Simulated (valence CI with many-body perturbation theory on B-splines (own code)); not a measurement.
## Energy levels of Sr22+

Computed by valence CI with perturbative core correlation (CI+MBPT): six valence electrons over a frozen Dirac-Fock core [Ne], radial functions for each j: 9 s, 9 p, 8 d, 6 f, 3 g, 1 h, with the one-electron correlation potential Σ1, the two-electron term Σ2, the three-electron term Σ3, Breit, model QED; selected CI, second order for the rest, scaled by the run's own slope (own B-spline code, finite nucleus).

No measured levels were compared; by estimate levels of excited configurations hold to 0.05 to 0.15 % of their energy, terms of the ground configuration to about 0.5 %. Among the levels kept, up to 1500 cm⁻¹ of a level comes from second order outside the variational space, and about a tenth of that is noise between levels of different J, which matters for small intervals.

Levels 1 to 39 of 39, with energies above the lowest level, 3s2 3p4 3P_2. "Leading %" is the weight of the configuration and term that name the level; weights of strongly mixed levels are sums over their largest components and can fall short. In the jj column 3d3/2^4 stands for four electrons in 3d with j = 3/2. Lifetimes count E1, E2, E3, M1 and M2 decay at the calculated energies, and are blank where another channel may lead or the interval is too uncertain; long ones can be off by a factor of two.

```tsv
No.	Configuration	Term	J	E (cm⁻¹)	Leading %	Second component	Leading jj	Lifetime
1	3s2 3p4	3P	2	0	80	18 % 3s2 3p4 1D	3s^2 3p1/2^2 3p3/2^2 (95 %)	
2	3s2 3p4	3P	0	54116	59	38 % 3s2 3p4 1S	3s^2 3p1/2^2 3p3/2^2 (90 %)	787 ms
3	3s2 3p4	3P	1	104630	97		3s^2 3p1/2 3p3/2^3 (97 %)	44.4 μs
4	3s2 3p4	1D	2	143090	80	18 % 3s2 3p4 3P	3s^2 3p1/2 3p3/2^3 (94 %)	55.9 μs
5	3s2 3p4	1S	0	279710	58	38 % 3s2 3p4 3P	3s^2 3p3/2^4 (89 %)	8.68 μs
6	3s 3p5	3P°	2	616580	79	19 % 3s2 3p3 3d 3P°	3s 3p1/2^2 3p3/2^3 (79 %)	102 ps
7	3s 3p5	3P°	1	663810	60	17 % 3s2 3p3 3d 3P°	3s 3p1/2^2 3p3/2^3 (52 %)	75.4 ps
8	3s 3p5	3P°	0	722600	66	22 % 3s2 3p3 3d 3P°	3s 3p1/2 3p3/2^4 (66 %)	116 ps
9	3s2 3p3 3d	5D°	2	761360	43	20 % 3s2 3p3 3d 3D°	3s^2 3p1/2^2 3p3/2 3d3/2 (79 %)	921 ps
10	3s2 3p3 3d	5D°	3	765380	56	15 % 3s2 3p3 3d 3D°	3s^2 3p1/2^2 3p3/2 3d3/2 (51 %)	1.92 ns
11	3s2 3p3 3d	5D°	0	772490	65	18 % 3s2 3p3 3d 3P°	3s^2 3p1/2^2 3p3/2 3d3/2 (61 %)	240 ps
12	3s2 3p3 3d	5D°	1	775850	75	7 % 3s 3p5 3P°	3s^2 3p1/2^2 3p3/2 3d3/2 (50 %)	190 ps
13	3s2 3p3 3d	5D°	4	783980	72	21 % 3s2 3p3 3d 3F°	3s^2 3p1/2^2 3p3/2 3d5/2 (69 %)	1.94 ms
14	3s 3p5	1P°	1	796600	41	32 % 3s2 3p3 3d 1P°	3s 3p1/2 3p3/2^4 (41 %)	51.3 ps
15	3s2 3p3 3d	5D°	2	805530	41	25 % 3s2 3p3 3d 3D°	3s^2 3p1/2^2 3p3/2 3d5/2 (57 %)	221 ps
16	3s2 3p3 3d	5D°	3	849630	31	28 % 3s2 3p3 3d 3D°	3s^2 3p1/2 3p3/2^2 3d5/2 (46 %)	503 ps
17	3s2 3p3 3d	3D°	1	855890	87	7 % 3s2 3p3 3d 3P°	3s^2 3p1/2 3p3/2^2 3d3/2 (45 %)	569 ps
18	3s2 3p3 3d	3F°	2	858750	50	42 % 3s2 3p3 3d 3D°	3s^2 3p1/2 3p3/2^2 3d3/2 (82 %)	597 ps
19	3s2 3p3 3d	1S°	0	863620	73	13 % 3s2 3p3 3d 5D°	3s^2 3p1/2 3p3/2^2 3d3/2 (53 %)	69.2 ns
20	3s2 3p3 3d	3F°	3	872860	63	28 % 3s2 3p3 3d 3D°	3s^2 3p1/2 3p3/2^2 3d3/2 (69 %)	708 ps
21	3s2 3p3 3d	3G°	3	885330	42	24 % 3s2 3p3 3d 3D°	3s^2 3p1/2 3p3/2^2 3d5/2 (48 %)	233 ps
22	3s2 3p3 3d	3G°	4	892950	49	30 % 3s2 3p3 3d 3F°	3s^2 3p1/2 3p3/2^2 3d5/2 (59 %)	87.3 μs
23	3s2 3p3 3d	3F°	4	912310	75	14 % 3s2 3p3 3d 1G°	3s^2 3p1/2 3p3/2^2 3d5/2 (68 %)	
24	3s2 3p3 3d	3D°	1	925530	84	4 % 3s 3p5 1P°	3s^2 3p1/2^2 3p3/2 3d5/2 (38 %)	57.8 ps
25	3s2 3p3 3d	1G°	4	927460	62	26 % 3s2 3p3 3d 3G°	3s^2 3p1/2 3p3/2^2 3d3/2 (60 %)	
26	3s2 3p3 3d	3G°	5	935230	98		3s^2 3p1/2 3p3/2^2 3d5/2 (98 %)	
27	3s2 3p3 3d	1D°	2	948030	42	31 % 3s2 3p3 3d 3F°	3s^2 3p1/2 3p3/2^2 3d3/2 (71 %)	104 ps
28	3s2 3p3 3d	3P°	1	972730	56	12 % 3s2 3p3 3d 3S°	3s^2 3p1/2 3p3/2^2 3d5/2 (36 %)	22.7 ps
29	3s2 3p3 3d	3P°	0	975530	68	20 % 3s2 3p3 3d 1S°	3s^2 3p1/2 3p3/2^2 3d5/2 (47 %)	130 ps
30	3s2 3p3 3d	3D°	2	992310	67	13 % 3s2 3p3 3d 1D°	3s^2 3p1/2 3p3/2^2 3d5/2 (82 %)	261 ps
31	3s2 3p3 3d	3F°	3	1005700	65	16 % 3s2 3p3 3d 3G°	3s^2 3p1/2 3p3/2^2 3d5/2 (59 %)	60.0 ps
32	3s2 3p3 3d	3F°	2	1005800	55	23 % 3s2 3p3 3d 3P°	3s^2 3p1/2 3p3/2^2 3d5/2 (41 %)	18.3 ps
33	3s2 3p3 3d	3D°	3	1023100	56	22 % 3s2 3p3 3d 1F°	3s^2 3p1/2 3p3/2^2 3d5/2 (71 %)	37.3 ps
34	3s2 3p3 3d	3P°	2	1034200	48	19 % 3s2 3p3 3d 3D°	3s^2 3p1/2 3p3/2^2 3d3/2 (33 %)	5.35 ps
35	3s2 3p3 3d	3P°	1	1047700	46	18 % 3s2 3p3 3d 3S°	3s^2 3p1/2 3p3/2^2 3d3/2 (74 %)	4.05 ps
36	3s2 3p3 3d	3F°	4	1059500	60	16 % 3s2 3p3 3d 1G°	3s^2 3p3/2^3 3d5/2 (87 %)	15.1 μs
37	3s2 3p3 3d	3D°	3	1064000	63	19 % 3s2 3p3 3d 1F°	3s^2 3p1/2 3p3/2^2 3d3/2 (48 %)	4.31 ps
38	3s2 3p3 3d	3S°	1	1068100	56	16 % 3s 3p5 1P°	3s^2 3p1/2 3p3/2^2 3d5/2 (57 %)	4.91 ps
39	3s2 3p3 3d	3P°	2	1078900	61	13 % 3s2 3p3 3d 3D°	3s^2 3p3/2^3 3d5/2 (67 %)	22.3 ps
```

Names give the largest LS component (configuration and term), which can be under half, so a name can repeat, a term be missing and a line seem to break the LS rules; names also repeat where a configuration has a term twice.

The ionisation energy to 3s2 3p3 4S°_3/2 of the next ion comes out as 1039.6 eV (NIST: 1038 ± 1.5 eV (semi-empirical)). All 39 levels together are meant to be complete up to 1101700 cm⁻¹.
